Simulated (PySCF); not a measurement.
## A computed series [MBr2]+

Computed with PySCF 2.14.0, PBE0, def2-SVP on the ligands, density fitting, scalar-relativistic core potentials, no spin-orbit coupling, vacuum. Each member is relaxed from one template within its symmetry. Distances are means of the shortest metal–ligand contacts, charges and spins Mulliken's; removal energies are rigid, with the ligand's formal charge and no counterpoise, so too large; for an anion taken off a cation in vacuum most of it is the attraction of opposite charges, and multiply charged cations can part far more cheaply with an electron moved from ligand to metal. lcecp potentials hold a fixed number of 4f electrons in the core, out of states, spins and gaps.

| metal | basis on the metal | point group | M–Br (Å) | charge on M (e) | removal of one Br (eV) | strongest infrared band, degenerate modes summed (cm⁻¹) | unstable modes (below −25 cm⁻¹) |
| --- | --- | --- | --- | --- | --- | --- | --- |
| La | def2-SVP with ECP46 | C2v | 2.652 | 1.28 | 13.06 | 269 | 0 |
| Nd | lcecp-1-SVP with ECP49 | C2v | 2.577 | 1.26 | 13.44 | 284 | 0 |
| Dy | lcecp-1-SVP with ECP55 | C2v | 2.521 | 1.26 | 13.82 | 278 | 0 |
| Tm | lcecp-1-SVP with ECP58 | C2v | 2.490 | 1.24 | 14.04 | 276 | 0 |
| Tl | def2-SVP with ECP60 | D∞h | 2.430 | 0.78 | 16.49 | 301 | 0 |

Task: What does the calculation give for Eu, lcecp-1-SVP with ECP52?

Result: point group: C2v, M–Br (Å): 2.554, charge on M (e): 1.27, removal of one Br (eV): 13.59, strongest infrared band, degenerate modes summed (cm⁻¹): 284, unstable modes (below −25 cm⁻¹): 0.
```xyz
3

Eu    0.0000    0.0000   -0.8060
Br    2.0807    0.0000    0.6749
Br   -2.0807    0.0000    0.6749
```

From Nd to Tm the M–Br distance shrinks by 0.09 Å, the lanthanide contraction, and the energy to remove one Br rises by 0.60 eV.

One start shape was tried for each, so a minimum needn't be the lowest isomer.
